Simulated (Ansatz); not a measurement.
Consider the cleavage of the B–Si bond: `B[SiH](C)C` + `S[CH2][GeH3]` → `BS[CH2][GeH3]` + `C[SiH2]C`.

Program: Ansatz. Geometries: PBE0-D4/def2-TZVP. ΔE: electronic, gas phase. CCSD(T)/CBS adds triple-zeta CCSD(T) − MP2 to the extrapolated MP2 energy (def2 sets, frozen cores). Functionals use def2-TZVPP. For Ge outer-core shells are correlated without core-valence functions, which leaves a few kJ/mol of doubt a bond. Scalar relativity is left out up to krypton. One conformer a species, not always the lowest.

Task: Is it downhill or uphill in electronic energy at CCSD(T)/CBS, and by how much? (Estimate.)

Result: The calculation gave: Downhill: ΔE = -1.42 eV.

Task: What do these levels give: r2SCAN-D4, PBE0-D4, ωB97X-V, B2PLYP, r2SCAN, PBE0, HF/def2-TZVPP, MP2/def2-TZVPP, SCS-MP2/def2-TZVPP, MP2/def2-QZVPP, HF/CBS(def2), MP2/CBS(def2)? (An estimate is asked.)

Result: Computed: r2SCAN-D4 -1.48, PBE0-D4 -1.43, ωB97X-V -1.39, B2PLYP -1.47, r2SCAN -1.48, PBE0 -1.42, HF/def2-TZVPP -1.32, MP2/def2-TZVPP -1.52, SCS-MP2/def2-TZVPP -1.46, MP2/def2-QZVPP -1.51, HF/CBS(def2) -1.32, MP2/CBS(def2) -1.51 eV.

Largest T1 diagnostic among the species: 0.013.

In def2-TZVPP, CCSD(T) changes the Hartree–Fock value by −0.11 eV (the triples alone add −0.04 eV) and MP2 by −0.19 eV.
